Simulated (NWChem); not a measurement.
CdGeNH5; SMILES [GeH3][Cd][NH2]

All runs: NWChem. Coordinates come from a PBE0/def2-SVP optimisation. Not confirmed as a minimum by frequencies. def2 effective core potentials on Cd; no spin-orbit coupling. Gas phase, vertical. One conformer.

PBE/def2-SVPD, TDA puts singlet state 3 at 4.70 eV with oscillator strength 0.053.

Give the wavelength, the transition dipole and the radiative lifetime of that state in vacuum.


1. λ = 1239.84/4.70 = 264 nm, or 37910 cm⁻¹.
2. f = (2/3) ΔE μ² in atomic units, so μ = √(1.5 f/ΔE) = 0.68 a.u. = 1.72 D.
3. τ = 1.499 s cm⁻² / (f ν²) = 20 ns, for a non-degenerate state that emits at the vertical energy; a higher state like this one mostly decays faster by other paths.
